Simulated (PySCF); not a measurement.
A side-by-side comparison of computed properties.

First species: C6H7ClF4O.
SMILES: `FC[C@@H]1O[C@@H](C(F)(F)F)C[C@H]1Cl`

Second species: C7H11O2P.
Cartesian coordinates in Å at the GFN2-xTB level; atoms count from 1:
```xyz
21
C7H11O2P angstrom
C      2.394   -0.762   -1.714
C      2.027   -0.339   -0.652
P      1.591    0.221    0.982
O      2.245   -0.521    2.064
O      2.039    1.771    0.971
C     -0.237    0.297    0.993
C     -0.770    1.202   -0.126
C     -1.859    0.379   -0.813
C     -1.348   -1.053   -0.689
C     -0.804   -1.107    0.738
H      2.694   -1.122   -2.656
H      2.773    1.869    1.580
H     -0.513    0.661    1.987
H      0.033    1.419   -0.834
H     -1.143    2.150    0.258
H     -2.803    0.482   -0.276
H     -2.016    0.681   -1.847
H     -0.540   -1.220   -1.402
H     -2.126   -1.795   -0.864
H     -1.612   -1.324    1.439
H     -0.035   -1.873    0.860
```

Levels: PBE0/pcSseg-1 for HOMO energy, LUMO energy and HOMO–LUMO gap. Geometries: GFN2-xTB. Each structure is a single optimised conformer of the isolated species, non-relativistic unless stated. Electronic properties by PySCF.

Values for the first species:

- HOMO energy: -8.29 eV
- LUMO energy: 0.23 eV
- HOMO–LUMO gap: 8.52 eV

Estimate the same properties for the second species, and the change in each.

```csv
property,first,second,second less first
HOMO energy,-8.29 eV,-8.03 eV,+0.26 eV
LUMO energy,0.23 eV,-0.36 eV,-0.59 eV
HOMO–LUMO gap,8.52 eV,7.67 eV,-0.85 eV
```

On the first:  GFN2-xTB frequencies show an imaginary mode (25i cm⁻¹), so this geometry is no minimum at that level.

